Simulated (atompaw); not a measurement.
## potassium PAW (atompaw): all-electron and pseudo phase curves

* Element: K
* Generator: atompaw 4.2.0.5
* Type: PAW
* Functional: LDA (PW92)
* Relativity: scalar-relativistic
* Frozen core: [Ar]
* Valence charge: 1
* Reference configuration: 4s1 4p0
* Partial waves: 4s (bound): rc 3.00 bohr; 4s channel at 2.9 Ry: rc 3.00 bohr; 4p (bound, empty): rc 3.00 bohr; 4p channel at 2.6 Ry: rc 3.00 bohr; 3d channel at -0.05 Ry: rc 3.00 bohr
* Local potential: troulliermartins scheme with l = 3 at 0 Ry, radius 2.95 bohr
* Core correction: smooth core density matched at 1.55 bohr
* Augmentation charge: sinc compensation charge, radius 2.80 bohr; PAW radius 3.00 bohr; waves and projectors: custom polynom2 7 10 vanderbiltortho

The phase is arctan(r·u′/u) with u = r·R(r), unwrapped; energies in Ry, scanned from -2 to 5 Ry. A pole is an energy at which the radial function vanishes at the test radius. The pseudo phase is shifted by a multiple of π to meet the all-electron one at the reference energy, and phase errors are pseudo minus all-electron; the curves can meet again beyond the range given. Levels narrower than the energy grid can be missing from the lists of poles.

```tsv
channel	radius (bohr)	reference energy (Ry)	poles, all-electron	poles, pseudo	unbroken range about the reference energy with phases within 0.05 rad	phase error 1 Ry above the reference energy (rad)
s	3.01	-0.18	2.28	2.21, 2.62	below 2.6	-0.018
p	3.01	-0.06	-1.28, 3.02	1.23, 3.06	-0.8 to 0.3	-0.731
d	3.01	-0.05	0.62, 4.09	0.96, 1.84	below 0.0	+0.183
```

Phases in the s channel:

| E (Ry) | all-electron | pseudo |
| --- | --- | --- |
| -2.00 | 1.342 | 1.316 |
| -1.52 | 1.286 | 1.273 |
| -1.04 | 1.208 | 1.201 |
| -0.56 | 1.059 | 1.056 |
| -0.08 | 0.643 | 0.643 |
| 0.40 | -0.544 | -0.567 |
| 0.88 | -1.206 | -1.223 |
| 1.36 | -1.413 | -1.425 |
| 1.84 | -1.512 | -1.521 |
| 2.32 | -1.576 | -1.583 |
| 2.80 | -1.626 | -4.768 |
| 3.28 | -1.676 | -4.816 |
| 3.76 | -1.736 | -4.870 |
| 4.24 | -1.828 | -4.952 |
| 4.72 | -2.022 | -5.119 |
